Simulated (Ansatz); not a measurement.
These are frozen-core CCSD(T)/cc-pVTZ // B3LYP-D3(BJ)/def2-TZVP in Ansatz (a first-principles code) values and carry that method's errors.

Ansatz 0.2 input:
```yaml
crystal:
  periodic: [false, false, false]
  atoms:
    - { symbol: C, position_ang: [-0.629639, 0.071153, 0.370384] }
    - { symbol: C, position_ang: [0.524797, -0.059307, 0.102256] }
    - { symbol: F, position_ang: [1.761713, -0.199085, -0.185021] }
    - { symbol: H, position_ang: [-1.656866, 0.187239, 0.60897] }
basis:
  gaussian: { orbitals: cc-pVTZ }
correlation:
  method: ccsd_t
```

Output:

```
Functional definition: HF
625 factors; integrals over basis functions are off by at most 8.5e-4 eV
mean field evaluation 1: about -4779.6974 eV, gradient 2.7e1 eV
mean field evaluation 2: about -4779.7046 eV, gradient 2.7e1 eV
mean field evaluation 4: about -4781.3585 eV, gradient 3.5e0 eV
mean field evaluation 8: about -4781.3997 eV, gradient 1.7e-4 eV
mean field evaluation 16: about -4781.3919 eV, gradient 2.4e-1 eV
mean field -4781.39972473 eV, -175.7131989347 hartree, gradient 2.4e-6 eV, S^2 0.000000; 0 other end points of the search recorded, 0 dependent functions left out
3 core orbitals not correlated
reference -4781.39972473 eV, -175.7131989347 hartree; 8, 8 occupied and 93, 93 virtual orbitals, 625 factors
second order -14.96814994 eV of doubles, -0.00000000 eV of singles
cycle   1  -14.69808052 eV  change    2.7e-1 eV  update   8.7e-2
cycle   2  -15.06666388 eV  change   -3.7e-1 eV  update   2.8e-2
cycle   3  -15.15773649 eV  change   -9.1e-2 eV  update   1.4e-2
cycle   4  -15.15393688 eV  change    3.8e-3 eV  update   3.9e-3
cycle   5  -15.15450791 eV  change   -5.7e-4 eV  update   1.5e-3
cycle   6  -15.15585086 eV  change   -1.3e-3 eV  update   3.6e-4
cycle   7  -15.15589264 eV  change   -4.2e-5 eV  update   1.1e-4
cycle   8  -15.15588526 eV  change    7.4e-6 eV  update   2.6e-5
cycle   9  -15.15590084 eV  change   -1.6e-5 eV  update   9.4e-6
perturbative correction -0.65203269 eV, -0.0239617595 hartree
Total energy: -4797.20765826 eV, -176.2941297771 hartree
```

Cost: about 6 core-seconds (a rough figure).
